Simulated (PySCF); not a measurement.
A GIAO shielding run with PySCF 2.14 (density fitting, non-relativistic, gas phase) on SMILES CCO[Si@@H](C)/C=C/[SiH3], C$_{5}$H$_{14}$OSi$_{2}$:

```
$ OMP_NUM_THREADS=1 python probes_run.py task.json out

{"job": {"kind": "nmr", "xc": "PBE0", "basis": "pcSseg-1"}, "charge": 0, "multiplicity": 1}
C     -3.501020     1.330601     0.259612
C     -2.751555     0.011089     0.366653
O     -1.374805     0.255761     0.400774
Si    -0.146816    -0.809818     0.395858
C     -0.136996    -1.911276    -1.159739
C      1.340831     0.335818     0.457827
C      2.603060    -0.075503     0.364046
Si     4.126704     1.022923     0.435810
H     -3.226211     1.839393    -0.660648
H     -3.242020     1.970347     1.099209
H     -4.572985     1.152344     0.263372
H     -3.046393    -0.519012     1.281061
H     -2.993072    -0.632526    -0.488178
H     -0.216788    -1.692081     1.575973
H     -0.940634    -2.643604    -1.142647
H      0.796310    -2.457586    -1.251116
H     -0.254464    -1.315912    -2.062236
H      1.153561     1.394403     0.591244
H      2.777566    -1.138689     0.233309
H      5.030030     0.524940     1.478440
H      4.827737     0.976113    -0.852145
H      3.737547     2.401662     0.735308
```

Hardware: 1 thread of an Arm Neoverse N1, shared host. The job also computes population analyses, field gradients.

**Question.** How large is the calculation?

**Answer.** 80 electrons, 220 basis functions and 1186 auxiliary functions.

**Question.** How long does it take, and how much memory does it need?

**Answer.** 84 s of wall time, with 14 SCF cycles and 5 response iterations; peak memory 1.1 GiB. Times on a shared host scatter by some tens of per cent.
